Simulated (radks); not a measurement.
Spherical jellium clusters: N electrons in a uniform positive sphere of charge N and radius rs N^(1/3), rs = 5.31 bohr. Calculated with a radial shooting solver with Libxc functionals: non-relativistic Kohn-Sham, PBE, spin-polarised, spherical densities. Levels are named by radial order and angular momentum (1s, 1p, 1d, 2s, ...), and open shells are averaged over m.

N = 5, configuration 1s2 1p(up 3, down 0). This is the lowest configuration that the search found. Occupied levels:

level,occupation,eigenvalue (eV),<r> (bohr)
1s up,1,-3.3385,6.473
1s down,1,-2.8502,5.645
1p up,3,-2.4997,7.512

Energy (eV): total -8.49072, kinetic 5.8312, external -88.769, Hartree 44.044, exchange-correlation -14.550, background 44.953.
